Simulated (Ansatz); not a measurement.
Basis-set extrapolation for C2H7NSi2, SMILES `CC1=N[SiH2][SiH2]1` (PBE0-D4/def2-TZVP geometry, frozen core, Ansatz 0.2.0). Multiplicity 1, RHF reference.

```
                      def2-TZVPP   def2-QZVPP
                 HF  -712.169333  -712.193224
    MP2 correlation    -0.766652    -0.819168
CCSD(T) correlation    -0.855533      not run
```

Energies in hartree. Use E(X) = E(∞) + A·exp(−7.88·√X) for Hartree–Fock and E(X) = E(∞) + B·X^(−2.97) for correlation, with X = 3 and 4, and add CCSD(T) minus MP2 of the smaller set to the MP2 limit.

Question: What is the CCSD(T) energy at the basis-set limit?

Answer: HF limit: -712.193224 + (-0.023891) × 0.13774 = -712.19651. MP2 limit: -0.819168 + (-0.052516) × 0.74074 = -0.85807. Higher-order term: -0.855533 − (-0.766652) = -0.08888. Total: -713.14346 hartree, 3.23 eV below CCSD(T)/def2-TZVPP.
